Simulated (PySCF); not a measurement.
C₂H₆Te, SMILES C[Te]C (connectivity only; charge and spin as stated), charge +1, multiplicity 2. Atoms are numbered in the order given.

```xyz
9

C      1.5871     0.0000     1.0435
Te     0.0000     0.0000    -0.3879
C     -1.5871     0.0000     1.0435
H      1.4883    -0.9038     1.6638
H      2.5389     0.0000     0.4960
H      1.4883     0.9038     1.6638
H     -1.4883    -0.9038     1.6638
H     -2.5389     0.0000     0.4960
H     -1.4883     0.9038     1.6638
```
Charge +1, spin multiplicity 2.

Coordinates come from a r2SCAN-D4/def2-SVP optimisation. The multiplicity is an assumed one; other spin states were not compared. The def2 effective core potentials stand for the cores of Te; spin–orbit coupling is left out.

Level of theory: r2SCAN/def2-TZVPD (PySCF).

Mulliken values depend strongly on the basis, most of all with diffuse functions as here. ESP charges are fitted to the potential on shells at 1.4 to 2.0 van der Waals radii. Atomic charges (e):

| atom | ESP fit | Mulliken | Mulliken spin |
|---|---|---|---|
| C1 | -0.51 | -0.66 | -0.12 |
| Te2 | 0.68 | 0.74 | 1.10 |
| C3 | -0.51 | -0.66 | -0.12 |
| H4 | 0.22 | 0.28 | 0.04 |
| H5 | 0.23 | 0.24 | 0.00 |
| H6 | 0.22 | 0.28 | 0.04 |
| H7 | 0.22 | 0.28 | 0.04 |
| H8 | 0.23 | 0.24 | 0.00 |
| H9 | 0.22 | 0.28 | 0.04 |
